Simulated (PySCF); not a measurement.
SbCl: energy against distance

Set-up: PySCF, scalar-relativistic core potentials, basis sets Sb cc-pVDZ-PP with ECP28, Cl cc-pV(D+d)Z. Energies in eV from Sb + Cl in their ground configurations at the same level. State: ³Σ⁻ (triplet), unpaired electrons π ↑↑.

All columns are PBE. A positive dipole means Sb(−)Cl(+).

```
R (Å)  E (eV)  μ (D)  Mulliken charge on Sb (basis-dependent)  HOMO (eV)  LUMO (eV)  Mayer bond order  ⟨S²⟩
2.043  -2.007  -0.46                                     0.15      -4.66      -3.25              1.24  2.00
2.138  -2.694  -0.98                                     0.20      -4.84      -3.40              1.20  2.00
2.233  -3.072  -1.49                                     0.23      -5.01      -3.55              1.16  2.00
2.305  -3.212  -1.86                                     0.25      -5.13      -3.66              1.13  2.00
2.376  -3.262  -2.22                                     0.27      -5.24      -3.77              1.11  2.00
2.447  -3.244  -2.56                                     0.29      -5.35      -3.86              1.08  2.00
2.542  -3.146  -2.99                                     0.31      -5.49      -3.99              1.06  2.00
2.661  -2.944  -3.49                                     0.33      -5.64      -4.13              1.03  2.01
2.804  -2.641  -4.04                                     0.34      -5.80      -4.28              1.00  2.01
2.994  -2.206  -4.66                                     0.35      -5.96      -4.70              0.97  2.02
```

A fit through these points gives, at Re = 2.390 Å, μ = -2.28 D and dμ/dR = -4.85 D/Å; the reduced mass is 27.12 u.

Problem. How strong is the fundamental in the double-harmonic approximation, I = 42.26·(dμ/dR)²/μred km/mol?

Solution. I = 42.26·(-4.85)²/27.12 = 36.7 km/mol at PBE.

Spin–orbit coupling is left out, which matters for elements this heavy, above all for dissociation energies. The state was picked by a PBE0 search and need not be the measured ground state.
